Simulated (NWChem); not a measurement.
System: SiNH₃, singlet; SMILES N[SiH]

Excerpt of the output:

```
             Northwest Computational Chemistry Package (NWChem) 7.3.0
             --------------------------------------------------------

                             Geometry "geometry" -> ""
                             -------------------------

 Output coordinates in angstroms (scale by  1.889725989 to convert to a.u.)

  No.       Tag          Charge          X              Y              Z
 ---- ---------------- ---------- -------------- -------------- --------------
    1 Si                  14.0000     0.11614800    -0.68716500     0.00000000
    2 H                    1.0000    -1.40997000    -0.88639800     0.00000000
    3 N                    7.0000     0.01696400     1.02837100     0.00000000
    4 H                    1.0000    -0.83029600     1.58787400     0.00000000
    5 H                    1.0000     0.84925000     1.60998000     0.00000000

 Effective nuclear repulsion energy (a.u.)      50.5996551834

                                 NWChem DFT Module
                                 -----------------

 Summary of "ao basis" -> "ao basis" (spherical)
 ------------------------------------------------------------------------------
       Tag                 Description            Shells   Functions and Types
 ---------------- ------------------------------  ------  ---------------------
 Si                         def2-svp                 8       18   4s3p1d
 H                          def2-svp                 3        5   2s1p
 N                          def2-svp                 6       14   3s2p1d

 in cosmo_initialize ...
 calling solv_data for solv:meg

 solvent parameters
 solvname_short: meg
 solvname_long:  1,2-ethanediol
 dielec:       40.2450
 dielecinf:     2.0501
 nonaqueous SMD model solvent descriptors
 dielec:       40.2450
 sola:          0.5800
 solb:          0.7800
 solc:          0.0000
 solg:         69.0700
 solh:          0.0000
 soln:          1.4318

          ---------------
          -cosmo- solvent
          ---------------
 Cosmo: York-Karplus, doi: 10.1021/jp992097l
 dielectric constant -eps-     =  40.24
 screen = (eps-1)/(eps    )    =   0.97515
 surface charge correction     = lagrangian

   van der Waals surface
 --------------------------

[...]

                                COSMO-SMD solvation results
                                ---------------------------

             internal energy in gas <Psi(g)|H|Psi(g)> =      -345.875951475997
         internal energy in solvent <Psi(s)|H|Psi(s)> =      -345.874877844952
                               delta internal energy  =         0.001073631045 (    0.67 kcal/mol)
   total free energy in solvent <Psi(s)|H+V/2|Psi(s)> =      -345.882618388276
 polarization energy contribution <Psi(s)|V/2|Psi(s)> =        -0.007740543323 (   -4.86 kcal/mol)
    total free energy in solvent including G(SMD-CDS) =      -345.880370990229
                       G(SMD-CDS) energy contribution =         0.002247398046 (    1.41 kcal/mol)
     1 M fixed-concentration free energy of solvation =        -0.004419514232 (   -2.77 kcal/mol)

                       DFT Final Molecular Orbital Analysis
                       ------------------------------------

 Vector   10  Occ=2.000000D+00  E=-4.200473D-01
              MO Center= -5.5D-01, -4.3D-01, -5.5D-11, r^2= 2.2D+00
   Bfn.  Coefficient  Atom+Function         Bfn.  Coefficient  Atom+Function
  ----- ------------  ---------------      ----- ------------  ---------------
    19      0.313189  2 H  s                 28     -0.311614  3 N  py
     3      0.250534  1 Si s                  9     -0.216392  1 Si py
    20      0.200221  2 H  s                 31      0.171176  3 N  py
    43      0.155831  5 H  s                  2      0.150515  1 Si s
    26     -0.144571  3 N  s                 12     -0.139815  1 Si py

 Vector   11  Occ=2.000000D+00  E=-3.548051D-01
              MO Center=  3.0D-02,  8.0D-01, -1.1D-10, r^2= 1.2D+00
   Bfn.  Coefficient  Atom+Function         Bfn.  Coefficient  Atom+Function
  ----- ------------  ---------------      ----- ------------  ---------------
    29      0.529153  3 N  pz                32     -0.451190  3 N  pz
    13     -0.186090  1 Si pz                10     -0.152804  1 Si pz
     7      0.089726  1 Si pz                15     -0.066116  1 Si d -1

 Vector   12  Occ=2.000000D+00  E=-2.770085D-01
              MO Center=  2.4D-01, -8.9D-01, -1.3D-10, r^2= 2.4D+00
   Bfn.  Coefficient  Atom+Function         Bfn.  Coefficient  Atom+Function
  ----- ------------  ---------------      ----- ------------  ---------------
     4      0.429653  1 Si s                  3      0.389006  1 Si s
    11      0.293621  1 Si px                 8      0.275323  1 Si px
    20     -0.259629  2 H  s                 19     -0.246862  2 H  s
     2      0.236571  1 Si s                 12     -0.178562  1 Si py
     5     -0.150029  1 Si px                 9     -0.150685  1 Si py

 Vector   13  Occ=0.000000D+00  E=-1.596057D-02
              MO Center=  9.4D-02, -5.8D-01,  2.6D-10, r^2= 2.8D+00
   Bfn.  Coefficient  Atom+Function         Bfn.  Coefficient  Atom+Function
  ----- ------------  ---------------      ----- ------------  ---------------
    13      0.772334  1 Si pz                10      0.337493  1 Si pz
    32     -0.336966  3 N  pz                29      0.261063  3 N  pz
     7     -0.190409  1 Si pz                15     -0.046465  1 Si d -1

[...]
```

Level: M05-2X/def2-SVP, SMD on the gas-phase geometry. Low-valent species are run as closed-shell singlets; no triplet was tried in these runs. Coordinates come from a PBE0/def2-SVP optimisation. Solvent: ethylene glycol.

Q: Write an input that gives this output.

A: One answer among several that fit: the input that was run:
```
start job
memory heap 200 mb stack 900 mb global 1100 mb
geometry units angstroms noautosym nocenter noautoz
  Si     0.116148    -0.687165     0.000000
  H     -1.409970    -0.886398     0.000000
  N      0.016964     1.028371     0.000000
  H     -0.830296     1.587874     0.000000
  H      0.849250     1.609980     0.000000
end
basis spherical
  * library def2-svp
end
dft
  xc m05-2x
  iterations 150
end
cosmo
  do_cosmo_smd true
  solvent meg
end
task dft energy
```
